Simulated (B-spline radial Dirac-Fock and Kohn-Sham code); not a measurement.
## Binding energies of La in different valence configurations

Level of theory: Dirac-Fock (average of configuration) total-energy differences with a finite nucleus, the Breit interaction including its frequency dependence, and self-energy and vacuum-polarisation corrections; a radial finite-basis atomic code. Correlation energy is missing from these numbers.

Reference: the tabulated ground configuration [Xe] 5d1 6s2, with 2p1/2 5904.8 eV, 3p1/2 1221.6 eV, 3d3/2 863.1 eV, 4s 295.2 eV, 4p3/2 217.0 eV, 5p3/2 25.90 eV, Kα1 33439.3 eV, Kβ1 37795.7 eV, Lα1 4650.5 eV, Lβ2 5384.6 eV.

Q: One of these configurations gives the following shifts from the reference, in eV: average energy +3.79, 2p1/2 -10.27, 3p1/2 -11.74, 3d3/2 -11.54, 4s -10.76, 4p3/2 -10.25, 5p3/2 -4.52, Kα1 +0.90, Kβ1 +2.33, Lα1 +1.21, Lβ2 -0.95. Which?
A. [Xe] 4f1 5d1 6s1
B. [Xe] 5d3
C. [Xe] 4f1 6s2
D. [Xe] 4f2 5d1
E. [Xe] 5d1 6s1 6p1
F. [Xe] 5d2 6s1
G. [Xe] 6s2 6p1

A: A. The others give [Xe] 4f1 6s2: 2p1/2 -8.08; [Xe] 6s2 6p1: 2p1/2 +3.67; [Xe] 4f2 5d1: 2p1/2 -14.64; [Xe] 5d3: 2p1/2 -4.52; [Xe] 5d2 6s1: 2p1/2 -2.48; [Xe] 5d1 6s1 6p1: 2p1/2 +1.00.

Values without a named source are computed, but for edge energies of neutral atoms, which are taken from tables.
